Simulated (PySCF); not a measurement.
C₂H₉BNP (SMILES CN(C)BP), singlet, at a GFN2-xTB geometry; CASSCF(2,3)/STO-3G (PySCF).

The PySCF input:
```python
from pyscf import gto, scf, mcscf
import numpy

mol = gto.M(
    atom='''
B    -0.80353588   -0.24795142   -0.21990736
H    -1.68635907   -0.96441161   -0.50802987
N     0.44293979   -0.78413668    0.02325405
C     1.60120212   -0.02844636    0.44526240
C     0.75000285   -2.19074797   -0.12163657
H     2.01841794   -0.45781299    1.36079845
H     2.37743715   -0.04741813   -0.32682145
H     1.32082842    1.00522782    0.64153928
H     1.54693705   -2.33256462   -0.85812809
H     1.08847121   -2.60750679    0.83188861
H    -0.13250234   -2.73292666   -0.44903353
P    -1.14942580    1.62618054    0.00746338
H    -2.22288860    1.70090980   -0.86114894
H    -0.25908365    2.08767494   -0.94801174
''',
    basis='sto-3g',
    verbose=4,
)

mf = scf.RHF(mol)
mf.kernel()
mc = mcscf.CASSCF(mf, 3, 2)
mc.fix_spin_(ss=0.0)
mc.kernel()
occ = numpy.linalg.eigvalsh(mc.fcisolver.make_rdm1(mc.ci, mc.ncas, mc.nelecas))[::-1]
ss = mc.fcisolver.spin_square(mc.ci, mc.ncas, mc.nelecas)[0]
print('natural occupations', occ.round(4), ' <S^2>', round(ss, 4))
```

**Question.** What does PySCF print? Leave out banner, timings and long lists.

**Answer.** 
```
PySCF version 2.14.0

[INPUT] verbose = 4
[INPUT] num. atoms = 14
[INPUT] num. electrons = 48
[INPUT] charge = 0
[INPUT] spin (= nelec alpha-beta = 2S) = 0
[INPUT] symmetry False subgroup None
[INPUT] Mole.unit = angstrom
[INPUT] Symbol           X                Y                Z      unit          X                Y                Z       unit  Magmom
[INPUT]  1 B     -0.803535880000  -0.247951420000  -0.219907360000 AA   -1.518462744461  -0.468560275997  -0.415564683176 Bohr   0.0
[INPUT]  2 H     -1.686359070000  -0.964411610000  -0.508029870000 AA   -3.186756789976  -1.822473814251  -0.960037317398 Bohr   0.0
[INPUT]  3 N      0.442939790000  -0.784136680000   0.023254050000 AA    0.837034892772  -1.481803569426   0.043943785787 Bohr   0.0
[INPUT]  4 C      1.601202120000  -0.028446360000   0.445262400000 AA    3.025833476873  -0.053755829641   0.841423989567 Bohr   0.0
[INPUT]  5 C      0.750002850000  -2.190747970000  -0.121636570000 AA    1.417299979143  -4.139913671247  -0.229859804031 Bohr   0.0
[INPUT]  6 H      2.018417940000  -0.457812990000   1.360798450000 AA    3.814257111509  -0.865141167368   2.571536381233 Bohr   0.0
[INPUT]  7 H      2.377437150000  -0.047418130000  -0.326821450000 AA    4.492705091867  -0.089607279039  -0.617603032133 Bohr   0.0
[INPUT]  8 H      1.320828420000   1.005227820000   0.641539280000 AA    2.496003971342   1.899605272594   1.212333537351 Bohr   0.0
[INPUT]  9 H      1.546937050000  -2.332564620000  -0.858128090000 AA    2.923287356443  -4.407908299650  -1.621627069896 Bohr   0.0
[INPUT] 10 H      1.088471210000  -2.607506790000   0.831888610000 AA    2.056912481374  -4.927473701044   1.572041639045 Bohr   0.0
[INPUT] 11 H     -0.132502340000  -2.732926660000  -0.449033530000 AA   -0.250393133464  -5.164482905922  -0.848550392447 Bohr   0.0
[INPUT] 12 P     -1.149425800000   1.626180540000   0.007463380000 AA   -2.172099962509   3.073035849697   0.014103744164 Bohr   0.0
[INPUT] 13 H     -2.222888600000   1.700909800000  -0.861148940000 AA   -4.200650659418   3.214253684589  -1.627335649060 Bohr   0.0
[INPUT] 14 H     -0.259083650000   2.087674940000  -0.948011740000 AA   -0.489597141853   3.945133873718  -1.791482551472 Bohr   0.0

nuclear repulsion = 216.811312100494
number of shells = 26
number of NR pGTOs = 114
number of NR cGTOs = 38
basis = sto-3g
ecp = {}

******** <class 'pyscf.scf.hf.RHF'> ********
method = RHF
initial guess = minao
damping factor = 0
level_shift factor = 0
DIIS = <class 'pyscf.scf.diis.CDIIS'>
diis_start_cycle = 1
diis_space = 8
diis_damp = 0
SCF conv_tol = 1e-09
SCF conv_tol_grad = None
SCF max_cycles = 50
direct_scf = True
direct_scf_tol = 1e-13
Set gradient conv threshold to 3.16228e-05
Initial guess from minao.
init E= -495.68798080504
  HOMO = -0.211958637315773  LUMO = 0.174876069839247  gap/eV = 10.52631
cycle= 1 E= -495.086710147047  delta_E= 0.601  |g|= 0.297  |ddm|= 4.31
  HOMO = -0.221308024553833  LUMO = 0.329711228249852  gap/eV = 14.99400
cycle= 2 E= -495.12499493051  delta_E= -0.0383  |g|= 0.0797  |ddm|= 0.536
  HOMO = -0.252276479128346  LUMO = 0.325685573073485  gap/eV = 15.72715
cycle= 3 E= -495.127547941517  delta_E= -0.00255  |g|= 0.026  |ddm|= 0.142
  HOMO = -0.254618871300943  LUMO = 0.325776971434045  gap/eV = 15.79338
cycle= 4 E= -495.127832189454  delta_E= -0.000284  |g|= 0.00439  |ddm|= 0.0503
  HOMO = -0.253511563326779  LUMO = 0.326124668764727  gap/eV = 15.77271
cycle= 5 E= -495.127846103941  delta_E= -1.39e-05  |g|= 0.00179  |ddm|= 0.00967
  HOMO = -0.253811902958219  LUMO = 0.326293108203753  gap/eV = 15.78546
cycle= 6 E= -495.127848464509  delta_E= -2.36e-06  |g|= 0.000347  |ddm|= 0.00481
  HOMO = -0.253986898297921  LUMO = 0.326222333873849  gap/eV = 15.78830
cycle= 7 E= -495.127848567179  delta_E= -1.03e-07  |g|= 8.27e-05  |ddm|= 0.00102
  HOMO = -0.253983943501444  LUMO = 0.326217515252659  gap/eV = 15.78809
cycle= 8 E= -495.127848572151  delta_E= -4.97e-09  |g|= 1.43e-05  |ddm|= 0.000241
  HOMO = -0.253981841686994  LUMO = 0.32622162994486  gap/eV = 15.78814
cycle= 9 E= -495.127848572302  delta_E= -1.51e-10  |g|= 2.64e-06  |ddm|= 4.25e-05
  HOMO = -0.253981845938919  LUMO = 0.326219845489004  gap/eV = 15.78809
Extra cycle  E= -495.127848572306  delta_E= -4.32e-12  |g|= 9.05e-07  |ddm|= 5.4e-06
converged SCF energy = -495.127848572306

******** <class 'pyscf.mcscf.mc1step.CASSCF'> ********
CAS (1e+1e, 3o), ncore = 23, nvir = 12
max_cycle_macro = 50
max_cycle_micro = 4
conv_tol = 1e-07
conv_tol_grad = None
orbital rotation max_stepsize = 0.02
orbital rotation threshold for CI restart = 0.01
augmented hessian ah_max_cycle = 30
augmented hessian ah_conv_tol = 1e-12
augmented hessian ah_linear dependence = 1e-14
augmented hessian ah_level shift = 1e-08
augmented hessian ah_start_tol = 2.5
augmented hessian ah_start_cycle = 3
augmented hessian ah_grad_trust_region = 3
kf_trust_region = 3
kf_interval = 4
ci_response_space = 4
ci_grad_trust_region = 3
with_dep4 0
natorb = False
canonicalization = True
sorting_mo_energy = False
ao2mo_level = 2
internal_rotation = False
******** <class 'pyscf.fci.addons.SpinPenaltyFCISolver'> ********
max. cycles = 50
conv_tol = 1e-08
davidson only = True
linear dependence = 1e-12
level shift = 0.001
max iter space = 12
nroots = 1
pspace_size = 400
spin = None
CASCI E = -495.129264954538  S^2 = 0.0000000
Set conv_tol_grad to 0.000316228
macro iter   1 ( 21 JK    4 micro), CASSCF E = -495.130060555716  dE = -7.95601178e-04  S^2 = 0.0000000
               |grad[o]|=0.00303  |grad[c]|=0.0159  |ddm|=0.00877  |maxRot[o]|=0.178
macro iter   2 ( 21 JK    4 micro), CASSCF E = -495.133606144346  dE = -3.54558863e-03  S^2 = 0.0000000
               |grad[o]|=0.00376  |grad[c]|=0.0462  |ddm|= 0.04  |maxRot[o]|=0.221
macro iter   3 ( 17 JK    4 micro), CASSCF E = -495.140679197502  dE = -7.07305316e-03  S^2 = 0.0000000
               |grad[o]|=0.00987  |grad[c]|=0.0395  |ddm|=0.0576  |maxRot[o]|=0.223
macro iter   4 ( 21 JK    4 micro), CASSCF E = -495.143888335026  dE = -3.20913752e-03  S^2 = 0.0000000
               |grad[o]|=0.0114  |grad[c]|=0.00703  |ddm|=0.0033  |maxRot[o]|=0.121
macro iter   5 ( 21 JK    4 micro), CASSCF E = -495.144599357816  dE = -7.11022789e-04  S^2 = 0.0000000
               |grad[o]|=0.00474  |grad[c]|=0.00794  |ddm|=0.00519  |maxRot[o]|=0.164
macro iter   6 ( 21 JK    4 micro), CASSCF E = -495.144785592496  dE = -1.86234680e-04  S^2 = 0.0000000
               |grad[o]|=0.00205  |grad[c]|=0.00141  |ddm|=0.00267  |maxRot[o]|=0.306
macro iter   7 ( 21 JK    4 micro), CASSCF E = -495.144850613144  dE = -6.50206484e-05  S^2 = 0.0000000
               |grad[o]|=0.00105  |grad[c]|=0.000729  |ddm|=0.00155  |maxRot[o]|=0.259
macro iter   8 (  7 JK    2 micro), CASSCF E = -495.144853016182  dE = -2.40303717e-06  S^2 = 0.0000000
               |grad[o]|=0.000292  |grad[c]|=0.000134  |ddm|=0.000312  |maxRot[o]|=0.0196
macro iter   9 (  3 JK    1 micro), CASSCF E = -495.144853040484  dE = -2.43026648e-08  S^2 = 0.0000000
               |grad[o]|=3.23e-05  |grad[c]|=4.6e-05  |ddm|=3.54e-05  |maxRot[o]|=0.0006
1-step CASSCF converged in   9 macro (153 JK  31 micro) steps
CASSCF canonicalization
Density matrix diagonal elements [1.97332034 0.00395174 0.02272792]
CASSCF energy = -495.144853040484
CASCI E = -495.144853040484  E(CI) = -1.44755664416863  S^2 = 0.0000000
natural occupations [1.9733e+00 2.6600e-02 1.0000e-04]  <S^2> 0.0
```
